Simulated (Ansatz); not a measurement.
The cluster Ge6N, relaxed as a doublet with UKS PBE-D4/def2-SVP in Ansatz, starting from the GFN1-xTB geometry. Force threshold 0.03 eV/Å.

Another isomer (doublet) lies 1.00 eV lower at PBE0-D4/def2-TZVP; other spin states weren't run for this one.

Start:

```csv
atom,x (Å),y (Å),z (Å)
N1,1.365,-0.422,0.454
Ge2,1.816,-0.215,-1.269
Ge3,1.569,-1.160,2.067
Ge4,-0.312,0.765,-1.700
Ge5,-1.825,0.323,0.384
Ge6,-0.060,0.505,1.878
Ge7,-2.553,0.204,-1.814
```

| step | energy (eV) | largest force component (eV/Å) | SCF passes |
| --- | --- | --- | --- |
| 1 | -340504.2963 | 1.805 | 38 |
| 2 | -340504.7377 | 0.407 | 32 |
| 3 | -340504.8536 | 0.401 | 33 |
| 4 | -340504.9287 | 0.455 | 33 |
| 5 | -340505.0120 | 0.556 | 30 |
| 6 | -340505.0958 | 0.476 | 33 |
| 7 | -340505.1332 | 0.394 | 32 |
| 8 | -340505.1530 | 0.200 | 33 |
| 9 (rejected) | -340505.1158 | 0.285 | 38 |
| 10 | -340505.1639 | 0.280 | 31 |
| 11 | -340505.1684 | 0.064 | 27 |
| 12 | -340505.1700 | 0.109 | 26 |
| 13 | -340505.1710 | 0.034 | 27 |
| 14 | -340505.1710 | 0.034 | 26 |
| 15 | -340505.1711 | 0.025 | 28 |

Force components are those of the run's own axes.

End:

```xyz
7

N     1.539   -0.749    0.408
Ge    1.781   -0.294   -1.324
Ge    1.358   -1.229    2.130
Ge   -0.371    1.294   -1.233
Ge   -2.070    0.088    0.524
Ge    0.130    0.900    1.363
Ge   -2.366   -0.010   -1.868
```

Bonds formed: Ge4–Ge6 (atoms count from 1).

No frequencies were taken in this run, so the end may be a saddle point.

It took 67 s on 6 threads of Intel Xeon on a shared host.
